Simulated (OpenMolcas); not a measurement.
Rh2+ among 2 point charges of -2 e arranged as a linear pair (D∞h), 2.06 Å from the ion.
```
   0.0000    0.0000    2.0600  -2.00
   0.0000    0.0000   -2.0600  -2.00
```

| Quantity | Value |
| --- | --- |
| Program | OpenMolcas 26.06 |
| Method | CASSCF |
| Basis | ANO-RCC-VTZP [7s6p4d2f1g] |
| Scalar Hamiltonian | DKH2, point nucleus |
| Active space | 7 electrons in 5 orbitals (4d) |
| State averaging | 2S+1 = 4 even, 10 roots; 2S+1 = 2 even, 40 roots |
| Spin-orbit coupling | state interaction with AMFI integrals over the reference wave functions |

Q: What is the spin-free ground state (labels by Λ)?

A: 4Σ, 1-fold in its orbital part, 54 % from free-ion F terms; it has the highest spin that d7 allows.

Q: Where is the first state of the same spin?

A: 4Φ at 1930 cm-1 above the ground state.

Q: What are the lowest two levels with spin-orbit coupling?

A: A 2-fold level with g = 1.95, 5.06, 5.06, then a 2-fold level 86.9 cm-1 above it. Their leading multiplicities are 4 (99 %) and 4 (98 %).

Q: What is χT at 300 K, and how does it compare with the textbook value?

A: The lowest level has 2S+1 = 4, for which the spin-only value is χT = S(S+1) / 2 = 1.875 cm3 K/mol (g = 2). The computed 2.863 at 300 K differs by +0.988, through orbital momentum, spin-orbit coupling and any other state in reach.

Without dynamic correlation the repulsion within the d shell is too large (B by tens of per cent), so at a given field states of lower spin stand too high. Point charges give a weaker field than real ligands, and real ions of this kind are as a rule low spin; the high spin found here belongs to the model. The ground term spreads over less than 5000 cm-1, several times less than with real ligands, so orbital moments are less quenched and χT lies further from the spin-only value than at real sites. Point charges carry no covalency, so the field is a model and not that of real ligands. No measured value stands beside these numbers.
